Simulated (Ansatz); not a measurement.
Two isomers of CH4BClN2: A = `N=C(Cl)BN`, B = `N=CNBCl`.

Isolated molecules relaxed with PBE0-D4/def2-TZVP in Ansatz; ΔE leaves out vibrations. CCSD(T)/CBS adds triple-zeta CCSD(T) − MP2 to the extrapolated MP2 energy (def2 sets, frozen cores). Functionals use def2-TZVPP. B3LYP here is the variant with VWN-RPA as its local correlation; programs differ in this. One conformer a species, not always the lowest.

Question: Which isomer does CCSD(T)/CBS put lower? Give the gap. (An estimate is asked.)

Answer: Ansatz gave: B, by 61.1 kJ/mol.

Question: Give E(B) − E(A) in kJ/mol with r2SCAN-D4, B2PLYP, LDA (SPW92), PBE0-D4, B3LYP, PBE-D4, MP2/def2-TZVPP. (Estimate.)

Answer: The calculation gave: r2SCAN-D4 -59.2, B2PLYP -62.4, LDA (SPW92) -59.3, PBE0-D4 -64.6, B3LYP -60.5, PBE-D4 -55.1, MP2/def2-TZVPP -66.7. None reverses the order clearly.

Question: Does the order hold for the free energy at 298.15 K (harmonic terms from PBE0-D4)? (An estimate is asked.)

Answer: Computed: Yes: G(B) − G(A) = -58.7 kJ/mol, for one conformer each.

Largest T1 diagnostic: 0.014.

Leaving LDA and LC-ωPBE aside and taking each functional with its dispersion term where it has one, the values, not all of them listed here, spread over 17.9 kJ/mol, from BHLYP-D4 to BLYP-D4. LDA lies −4.4 kJ/mol from PBE without D4. From BLYP to BHLYP (50 % exact exchange), in def2-TZVPP and without D4, E(B) − E(A) moves by −18.3 kJ/mol.
